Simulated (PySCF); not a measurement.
Species: C6H14P (charge -1).
SMILES: `CC[P-]CC(C)C`

Torsions of this conformer, `[CH3:1][CH2:2][P-:3][CH2:4][CH:5]([CH3:6])[CH3:7]`: C1–C2–P3–C4 177°, C2–P3–C4–C5 -161°, P3–C4–C5–C6 -166°.

The closed-shell ground state was solved at several levels (PySCF, density fitting, gas phase, non-relativistic). One conformer (not necessarily the lowest) at the PBE0-D3(BJ)/def2-SVP geometry, without solvent, vibrations or thermal averaging. The geometry's basis has no diffuse functions, a weakness for an anion. Where the HOMO energy is positive, the finite basis confines the outermost electrons. No diffuse functions stand in pcSseg-1, which bears on an anion's orbital energies.

| level | basis functions | HOMO (eV) | LUMO (eV) | gap (eV) |
| --- | --- | --- | --- | --- |
| CAM-B3LYP/def2-SVPD | 256 | -0.04 | 4.51 | 4.55 |
| PBE/pcSseg-1 | 196 | 2.27 | 4.12 | 1.85 |

(1) What might PBE0/pcSseg-1 (196 basis functions) give for the same quantities?

(2) Over all these levels, which gives the widest orbital gap and which the narrowest?

## Answers

(1) HOMO 1.34 eV, LUMO 4.93 eV, gap 3.59 eV.

(2) CAM-B3LYP/def2-SVPD (range-separated hybrid) has the widest, 4.55 eV, and PBE/pcSseg-1 (GGA) the narrowest, 1.85 eV. Functional and basis both differ between the two, so the spread mixes both effects.
